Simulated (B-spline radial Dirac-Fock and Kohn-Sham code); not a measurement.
K-line shifts caused by a second vacancy in Nb²⁰⁺

System: the Nb²⁰⁺ ion, 1s2 2s2 2p6 3s2 3p6 3d3.

The computed values come from a radial B-spline solver: Dirac-Fock energy differences between relaxed states, corrected for Breit and QED terms. Each two-hole energy is an average over J within one jj subconfiguration, not an observable level; in light atoms, where LS coupling holds, the j-resolved values are not observed lines, and for a K spectator the Kα1 hypersatellite is nearly forbidden. No correlation.

Lines without a spectator: Kα2 (K-L2) 16529.4 eV, Kα1 (K-L3) 16624.6 eV, Kβ3 (K-M2) 18738.0 eV, Kβ1 (K-M3) 18757.3 eV. Shifts in eV with one spectator hole (a dash: not computed, or left out as unreliable):

```
spectator hole     Kα2     Kα1     Kβ3     Kβ1
        K (1s)  +456.0  +465.6  +585.6  +587.8
    L2 (2p1/2)   +49.9   +61.7       –  +139.2
    L3 (2p3/2)   +52.2   +51.4  +128.9       –
    M2 (3p1/2)       –   +8.86  +23.50  +27.15
    M3 (3p3/2)   +7.42       –  +24.93  +24.36
```

With n spectator holes in 2p, averaged over the 2p shell (energies in eV):

| n | KαLⁿ | step | hypersatellite KαʰLⁿ |
| --- | --- | --- | --- |
| 0 | 16592.9 | – | 17055.3 |
| 1 | 16647.2 | +54.3 | 17111.0 |
| 2 | 16702.8 | +55.7 | 17168.2 |
| 3 | 16759.9 | +57.1 | 17226.7 |
| 4 | 16818.4 | +58.5 | 17286.7 |
| 5 | 16878.3 | +59.9 | 17348.0 |
